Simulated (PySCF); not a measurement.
C7H5ClF4O.
Z-matrix (Å and degrees, PBE0-D3(BJ)/def2-SVP geometry), rows numbered from 1:
```
F 
C   1  1.3069
C   2  1.3365  1  124.76
Cl  3  1.7230  2  120.28  1     0.12
C   3  1.4964  2  122.15  1   179.45
C   5  1.5053  3  109.84  2     1.22
C   6  1.4979  5  118.85  3   179.27
C   7  1.5137  6  114.23  5    78.42
F   8  1.3356  7  110.53  6   179.75
F   8  1.3390  7  112.24  6   -60.52
F   8  1.3339  7  111.52  6    60.02
C   6  1.3375  5  121.48  3    -0.97
O   2  1.3425  1  110.40  3  -179.82
H   5  1.1077  3  110.09  2   122.80
H   5  1.1046  3  110.17  2  -121.22
H   7  1.1019  6  110.81  5   -42.44
H   7  1.0995  6  111.08  5  -161.61
H  12  1.0905  6  124.17  5  -179.98
```

Computed with PBE0-D3(BJ)/def2-SVP geometry optimisation, gas phase (PySCF).

Take the most abundant isotopes and a rigid rotor. The values belong to one conformer with, in the numbering `[F:1][C:2]1=[C:3]([Cl:4])[CH2:5][C:6]([CH2:7][C:8]([F:9])([F:10])[F:11])=[CH:12][O:13]1`, C5–C6–C7–C8 78°.

(1) Give the principal moments of inertia and the rotational constants in MHz.

(2) Classify the top.

(3) Is it planar, by Δ = Ic − Ia − Ib?

(4) Give the other two planar moments, Paa and Pbb, and the rms extents of the mass along the axes.

(5) Which lines would a microwave search look for?

## Answers

(1) Ia = 366.54, Ib = 1431.51, Ic = 1665.14 u·Å²; 505379 MHz·u·Å²/I gives A = 1379, B = 353.0, C = 303.5 MHz.

(2) A near-prolate asymmetric top. Ray's parameter κ = (2B − A − C)/(A − C) = -0.908; −1 is the prolate and +1 the oblate limit.

(3) Not planar: Δ = Ic − Ia − Ib = -132.91 u·Å². For a rigid frame Δ = −2 Σ m c², so Σ m c² = 66.45 u·Å² lies off the ab plane: 7.85 from hydrogen and 58.61 from heavier atoms. The atom farthest from that plane is 1.85 Å away.

(4) Paa = Σ m a² = (Ib + Ic − Ia)/2 = 1365.06 and Pbb = Σ m b² = (Ia + Ic − Ib)/2 = 300.08 u·Å². With the mass M = 216.00 u, the rms extents √(P/M) along a, b and c are 2.51, 1.18, 0.55 Å.

(5) The dipole components are |μa| = 1.28 D, |μb| = 0.72 D, |μc| = 1.99 D. Intensities carry the squares of the components, which stand as 0.41 : 0.13 : 1.00 (a : b : c). Some lines, for components of 0.1 D or more:

```
type  branch         J(Ka,Kc)    MHz  lower level (cm⁻¹)
   a       Q  5(1,4) ← 5(1,5)    742               0.351
   c       Q  3(1,3) ← 3(0,3)    910               0.131
   b       R  3(0,3) ← 2(1,2)    985               0.098
   a       R  2(0,2) ← 1(0,1)   1311               0.022
   a       R  2(1,1) ← 1(1,0)   1363               0.058
   b       Q  5(2,3) ← 5(1,4)   2848               0.376
   b       Q  4(2,2) ← 4(1,3)   2933               0.262
   c       Q  2(2,1) ← 2(1,1)   3077               0.103
   a       R  5(1,5) ← 4(1,4)   3152               0.246
   b       Q  2(2,1) ← 2(1,2)   3226               0.098
   a       R  5(2,4) ← 4(2,3)   3279               0.359
   a       R  5(1,4) ← 4(1,3)   3398               0.262
   c       R  2(2,0) ← 1(1,0)   4442               0.058
   b       R  2(2,0) ← 1(1,1)   4491               0.056
   b       R  3(2,2) ← 2(1,1)   5047               0.103
   b       Q  5(3,2) ← 5(2,3)   5209               0.471
   c       Q  4(3,2) ← 4(2,2)   5232               0.360
   b       Q  5(3,3) ← 5(2,4)   5268               0.468
   c       R  5(2,3) ← 4(1,3)   6247               0.262
   b       Q  4(4,1) ← 4(3,2)   7351               0.535
   b       R  4(3,1) ← 3(2,2)   7884               0.272
   b       R  5(4,2) ← 4(3,1)  10637               0.535
   c       R  5(4,1) ← 4(3,1)  10637               0.535
   b       R  5(4,1) ← 4(3,2)  10637               0.535
```

PBE0-D3(BJ)/def2-SVP frequencies: not computed here. No vibrational averaging or centrifugal distortion is included, and the geometry carries the error of its method. Quadrupole hyperfine structure (35Cl) is left out.

On Arm Neoverse V2, one thread, no GPU, shared host, this took 4.6 min. This is the geometry optimisation.
